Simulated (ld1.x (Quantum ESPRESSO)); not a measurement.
# An all-electron radial function and its pseudo partner (O (Z = 8))

Columns: radius, all-electron u(r) and pseudo u(r) of the 2s shell (level -31.39 eV) of oxygen in the configuration [He] 2s2 2p3.5; PBE, scalar-relativistic, PAW scheme, ld1.x (Quantum ESPRESSO) 7.5.

```json
{"r (bohr)": "0.057", "all-electron": "0.3653", "pseudo": "-0.1181"}
{"r (bohr)": "0.115", "all-electron": "0.4257", "pseudo": "-0.2360"}
{"r (bohr)": "0.172", "all-electron": "0.3279", "pseudo": "-0.3477"}
{"r (bohr)": "0.230", "all-electron": "0.1551", "pseudo": "-0.4552"}
{"r (bohr)": "0.288", "all-electron": "-0.0420", "pseudo": "-0.5546"}
{"r (bohr)": "0.345", "all-electron": "-0.2325", "pseudo": "-0.6432"}
{"r (bohr)": "0.402", "all-electron": "-0.4060", "pseudo": "-0.7219"}
{"r (bohr)": "0.460", "all-electron": "-0.5589", "pseudo": "-0.7911"}
{"r (bohr)": "0.518", "all-electron": "-0.6856", "pseudo": "-0.8490"}
{"r (bohr)": "0.575", "all-electron": "-0.7849", "pseudo": "-0.8951"}
{"r (bohr)": "0.632", "all-electron": "-0.8606", "pseudo": "-0.9306"}
{"r (bohr)": "0.690", "all-electron": "-0.9158", "pseudo": "-0.9567"}
{"r (bohr)": "0.747", "all-electron": "-0.9513", "pseudo": "-0.9730"}
{"r (bohr)": "0.805", "all-electron": "-0.9712", "pseudo": "-0.9808"}
{"r (bohr)": "0.862", "all-electron": "-0.9772", "pseudo": "-0.9805"}
{"r (bohr)": "0.920", "all-electron": "-0.9722", "pseudo": "-0.9728"}
{"r (bohr)": "0.977", "all-electron": "-0.9583", "pseudo": "-0.9583"}
{"r (bohr)": "1.035", "all-electron": "-0.9371", "pseudo": "-0.9371"}
{"r (bohr)": "1.092", "all-electron": "-0.9108", "pseudo": "-0.9108"}
{"r (bohr)": "1.150", "all-electron": "-0.8799", "pseudo": "-0.8799"}
{"r (bohr)": "1.208", "all-electron": "-0.8459", "pseudo": "-0.8459"}
{"r (bohr)": "1.265", "all-electron": "-0.8106", "pseudo": "-0.8106"}
{"r (bohr)": "1.322", "all-electron": "-0.7740", "pseudo": "-0.7740"}
{"r (bohr)": "1.380", "all-electron": "-0.7361", "pseudo": "-0.7361"}
{"r (bohr)": "1.438", "all-electron": "-0.6982", "pseudo": "-0.6982"}
{"r (bohr)": "1.495", "all-electron": "-0.6612", "pseudo": "-0.6612"}
```

Task: How many radial nodes do the two functions have?

Result: The all-electron 2s function has n − l − 1 = 1; the pseudo-wave has 0, since the states of the same l below it are removed with the core.

Task: At about which radius was the pseudo-wave matched?

Result: 1.00 bohr, where the columns begin to agree (steps of 0.06 bohr).

Task: Where does each function peak?

Result: Outermost all-electron maximum near 0.86 bohr, pseudo maximum near 0.81 bohr (to the table’s step).

Task: Is the pseudo-wave norm-conserving?

Result: No, it belongs to a PAW set: the norm inside the radius is not constrained, and the difference is carried by the augmentation charge.
